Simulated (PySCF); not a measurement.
Exercise with solution: oscillator strength and radiative lifetime

B(F)(I)(OH) (BFHIO), SMILES OB(F)I.

Coordinates come from a PBE-D3(BJ)/def2-SVP optimisation. The def2 effective core potentials stand for the cores of I; spin–orbit coupling is left out. One conformer was computed; it need not be the lowest.

TDDFT-LC-ωPBE/def2-SVPD (PySCF) puts the first singlet state with f over 0.02 at 7.11 eV (vertical), with the transition dipole (-0.053, 0.740, 0.000) in atomic units.

**Question.** Find the oscillator strength, the wavelength and the radiative lifetime that this transition would have in vacuum if emission retraced absorption.

**Answer.** 
|μ|² = 0.5504 au, so |μ| = 1.89 D. ΔE = 7.11/27.211 = 0.2613 hartree. f = (2/3) ΔE |μ|² = 0.096 (the program prints 0.096).
λ = 1239.84/7.11 = 174 nm; ν = 57346 cm⁻¹.
Einstein's coefficient A = 0.6670 ν² f s⁻¹ (ν in cm⁻¹) = 2.1e8 s⁻¹, so τ = 1/A = 4.8 ns. This state is S4; the lower singlets have f = 0.004, 0.000, 0.008. The figure is the radiative limit of this one transition; relaxation, internal conversion, crossing to triplets and a medium change what is measured.
